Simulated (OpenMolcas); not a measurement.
# Ge+: from RASSCF to RASPT2

```yaml
Program: OpenMolcas
Basis: ANO-RCC [10s9p8d5f2g]
Scalar_Hamiltonian: DKH2, point nucleus
Active_space: 3 electrons in 9 orbitals (RAS2 4s 4p; RAS3 4d, at most 2 electrons)
State_averaging: 2S+1 = 4 odd, 1 root (0 in the spin-orbit step); 2S+1 = 2 odd, 3 roots; 2S+1 = 4 even, 3 roots; 2S+1 = 2 even, 9 roots
Spin-orbit_coupling: RASSI with atomic mean-field integrals over the reference wave functions, term energies averaged over their components
```

Methods on the same reference wave functions:
A. RASSCF
B. SS-RASPT2, IPEA 0.25 Eh, imaginary shift 0.1 Eh (closed shells correlated: 3d)
C. XMS-RASPT2, IPEA 0.25 Eh, imaginary shift 0.1 Eh (closed shells correlated: 3d)

Energies in cm⁻¹ above 4s² 4p ²P°_1/2, the measured ground level; measured values from NIST Handbook of Basic Atomic Spectroscopic Data.

```tsv
Level	A	B	C	Measured
4s² 4p ²P°_1/2	0.0	0.0	0.0	0.0
4s² 4p ²P°_3/2	1640	1640	1640	1767
4s 4p² ⁴P_1/2	46667	51000	51030	51576
4s 4p² ⁴P_3/2	47263	51600	51630	52291
4s 4p² ⁴P_5/2	48184	52520	52540	53367
4s 4p² ²D_3/2	64155	64770	64470	65016
4s 4p² ²D_5/2	64265	64890	64590	65185
4s 4p² ²S_1/2	87586	85580	85690	85891
```

Deviations, from unrounded energies. A percentage is the sum of absolute deviations over the sum of measured energies, with the sign that they share, or ± where signs differ.

```csv
Against measurement,Levels,A,B,C
mean absolute deviation (cm-1),7,2700,440,500
fine structure of the ground term (%),1,-7.2,-7.2,-7.2
other configurations (%),6,±5.0,-0.8,-0.9
```

B lies closest to measurement on these levels and A furthest from it. The largest miss of B in the table is 4s 4p² ⁴P_5/2, by -850 cm-1. The ranking rests on the paired levels alone, and a cruder setting can come out closer through cancelling errors.

Between B and C the level of the table that moves most is 4s 4p² ²D_3/2, by 300 cm-1 (lowest in C, highest in B). Moves below CASPT2's spread within the term are not significant.

The lowest spin-free term lies below A's lowest term by 0.477 hartree in B, 0.478 hartree in C.

Term energies are means over components that CASPT2 splits; among the terms shown or strongly mixed into the levels shown the widest spread is 45 cm-1 (4s 4p² ²D, C). Some high roots are left out of the spin-orbit mixing, which shifts the levels that they would mix with. Active for correlation alone: 4d; no level in the range computed is led by a configuration that fills it, so any true level of that kind is missing. Some terms mix strongly with configurations of 4d, whose occupation reaches 0.28 (4s 4p² ²D). Without dynamic correlation excited terms often stand tens of per cent too high (terms of higher spin than the ground term too low), and those without a measured partner can miss by more than the paired ones (holds for A). Measured partners are found by configuration, term and J. A level has none where our copy of the source lacks it or the pairing is in doubt (some pairs that miss far off the trend of their configuration count as doubtful), and it then counts in no deviation. Levels of configurations outside the active space are missing. The table leaves out levels that lie high or whose names do not pair safely across all columns.

° marks odd parity.
